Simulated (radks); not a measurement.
Species: Pr18+. Configuration: [Kr] 4d5 (the NIST ground configuration). All-electron calculation, Dirac Kohn-Sham, PBE, spin-unpolarised, spherical densities, finite nucleus; open shells are shared between the two j in proportion to 2j + 1; Fermi nuclear charge, rms radius 4.8919 fm. Program: a radial shooting solver on a logarithmic mesh with Libxc functionals.

Unscreened Slater integrals over Kohn-Sham orbitals (hartree). Large and small components are both included. Empty in this configuration: 5s1/2.

\begin{tabular}{lr}
integral & value \\ \hline
F0(4d5/2,4d5/2) & 1.3904 \\
F2(4d5/2,4d5/2) & 0.71471 \\
F4(4d5/2,4d5/2) & 0.48440 \\
F0(4d5/2,4d3/2) & 1.3973 \\
F2(4d5/2,4d3/2) & 0.71777 \\
G2(4d5/2,4d3/2) & 0.71640 \\
G4(4d5/2,4d3/2) & 0.48556 \\
F0(4d5/2,4p3/2) & 1.4130 \\
F2(4d5/2,4p3/2) & 0.73171 \\
G1(4d5/2,4p3/2) & 0.92194 \\
G3(4d5/2,4p3/2) & 0.58551 \\
F0(4d5/2,4p1/2) & 1.4366 \\
G3(4d5/2,4p1/2) & 0.59305 \\
F0(4d5/2,5s1/2) & 0.95731 \\
G2(4d5/2,5s1/2) & 0.11505 \\
F0(4d3/2,4d3/2) & 1.4044 \\
F2(4d3/2,4d3/2) & 0.72109 \\
F0(4d3/2,4p3/2) & 1.4202 \\
F2(4d3/2,4p3/2) & 0.73514 \\
G1(4d3/2,4p3/2) & 0.92338 \\
G3(4d3/2,4p3/2) & 0.58707 \\
F0(4d3/2,4p1/2) & 1.4443 \\
G1(4d3/2,4p1/2) & 0.94497 \\
F0(4d3/2,5s1/2) & 0.95935 \\
G2(4d3/2,5s1/2) & 0.11297 \\
F0(4p3/2,4p3/2) & 1.4391 \\
F2(4p3/2,4p3/2) & 0.75740 \\
F0(4p3/2,4p1/2) & 1.4639 \\
G2(4p3/2,4p1/2) & 0.76441 \\
F0(4p3/2,5s1/2) & 0.96424 \\
G1(4p3/2,5s1/2) & 0.095311 \\
F0(4p1/2,4p1/2) & 1.4906 \\
F0(4p1/2,5s1/2) & 0.97110 \\
G1(4p1/2,5s1/2) & 0.094096 \\
F0(5s1/2,5s1/2) & 0.80578 \\
\end{tabular}
